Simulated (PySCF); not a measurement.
**Correlation energy of Cs (caesium, neutral)**

[Xe] 6s1, 2S determinant. All numbers are calculated (PySCF 2.14, scalar relativity by spin-free X2C-1e, in aug-cc-pwCVTZ-X2C (11s10p8d4f, 109 functions)). Frozen: [Kr] 4d10; 9 electrons correlated.

```tsv
level	correlation energy (mhartree)
CCSD	-179.58
(T)	-5.98
CCSD(T)	-185.56
```

Diagnostics: T1 = 0.022, D1 = 0.0917, largest double amplitude 0.021.

Cost of the coupled-cluster step: of the order of 30 core-seconds, for 9 correlated electrons.

Iterations:

```
CC2 = 0
CCSD nocc = (np.int64(5), np.int64(4)), nmo = (86, 86)
frozen orbitals [[0, 1, 2, 3, 4, 5, 6, 7, 8, 9, 10, 11, 12, 13, 14, 15, 16, 17, 18, 19, 20, 21, 22], [0, 1, 2, 3, 4, 5, 6, 7, 8, 9, 10, 11, 12, 13, 14, 15, 16, 17, 18, 19, 20, 21, 22]]
max_cycle = 100
direct = 0
conv_tol = 1e-08
conv_tol_normt = 1e-06
diis_space = 8
diis_start_cycle = 0
Init t2, MP2 energy = -0.164062364277931
Init E_corr(UCCSD) = -0.164062364346261
cycle = 1  E_corr(UCCSD) = -0.175596127275599  dE = -0.0115337629  norm(t1,t2) = 0.053306
cycle = 2  E_corr(UCCSD) = -0.178490180591336  dE = -0.00289405332  norm(t1,t2) = 0.0221334
cycle = 3  E_corr(UCCSD) = -0.17989679196462  dE = -0.00140661137  norm(t1,t2) = 0.0126131
cycle = 4  E_corr(UCCSD) = -0.179627268698496  dE = 0.000269523266  norm(t1,t2) = 0.00139297
cycle = 5  E_corr(UCCSD) = -0.179576519367275  dE = 5.07493312e-05  norm(t1,t2) = 0.00038463
cycle = 6  E_corr(UCCSD) = -0.179580403396693  dE = -3.88402942e-06  norm(t1,t2) = 5.28271e-05
cycle = 7  E_corr(UCCSD) = -0.179580555204207  dE = -1.51807514e-07  norm(t1,t2) = 1.07029e-05
cycle = 8  E_corr(UCCSD) = -0.179580494941358  dE = 6.02628486e-08  norm(t1,t2) = 2.13081e-06
cycle = 9  E_corr(UCCSD) = -0.17958049956518  dE = -4.62382141e-09  norm(t1,t2) = 4.30613e-07
UCCSD converged
E(UCCSD) = -7783.282672246677  E_corr = -0.1795804995651795
UCCSD(T) correction = -0.00598325444975025
```
